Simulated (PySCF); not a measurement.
H6Si3, SMILES [SiH2]1[SiH2][SiH2]1. Heavy atoms are numbered as in [SiH2:1]1[SiH2:4][SiH2:7]1. Hydrogens are named by the atom that carries them.

Geometry optimised at PBE0-D3(BJ)/def2-SVP.

These are PySCF with CAM-B3LYP/def2-TZVPD values and carry that method's errors.

ESP charges are fitted to the potential on shells at 1.4 to 2.0 van der Waals radii. Atomic charges (e), one atom of each kind:

| atom | IAO | ESP fit |
|---|---|---|
| Si1 (SiH2) | 0.17 | -0.04 |
| H on Si1 | -0.09 | 0.02 |
